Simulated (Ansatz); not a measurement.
Molecule: chloro(fluoro)silane, sum formula SiH₂ClF, charge 0, multiplicity 1. SMILES: F[SiH2]Cl
Structure (B3LYP-D3(BJ)/def2-TZVP (Ansatz, a first-principles code) minimum search):
```xyz
5

Si    -0.6602    -0.3653    -0.0183
F     -1.3303     1.0796    -0.1089
Cl     1.3732    -0.1459     0.0740
H     -1.0030    -1.1093    -1.2389
H     -1.1251    -1.0119     1.2173
```
Charge 0, spin multiplicity 1.

Computed values are from Ansatz. Cores are frozen in the correlated levels unless marked. Open shells are spin-unrestricted. No spin-orbit coupling. Non-relativistic. CBS marks a two-point X^-3 extrapolation of the correlation energy; Hartree-Fock from the larger set.

The atomisation energy De is 402.5 kcal/mol at CCSD(T)/CBS(cc-pV(T+d)Z,cc-pV(Q+d)Z) and the total energy is -849.9541 Eh at CCSD(T)/CBS(cc-pV(T+d)Z,cc-pV(Q+d)Z). The dipole moment is 1.41 D at CCSD(T)/aug-cc-pV(D+d)Z. The T1 diagnostic comes out as 0.010 at CCSD/cc-pV(Q+d)Z.
